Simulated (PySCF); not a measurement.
CHClF2, SMILES FC(Cl)F. Atoms are numbered in the order given.

```xyz
5

F     -1.0271     0.1532     1.0790
C     -0.4447    -0.3585     0.0000
F     -1.0271     0.1532    -1.0790
Cl     1.2765     0.0499     0.0000
H     -0.5454    -1.4548     0.0000
```

Geometry optimised at PBE0-D3(BJ)/def2-SVP.

Level of theory: r2SCAN/def2-TZVPD (PySCF).

Mulliken values depend strongly on the basis, most of all with diffuse functions as here. ESP charges are fitted to the potential on shells at 1.4 to 2.0 van der Waals radii. Atomic charges (e):

```
atom  meta-Löwdin  ESP fit  Mulliken
----  -----------  -------  --------
F1          -0.25    -0.09     -0.19
C2           0.47     0.08      0.56
F3          -0.25    -0.09     -0.19
Cl4         -0.09    -0.08     -0.24
H5           0.12     0.17      0.06
```
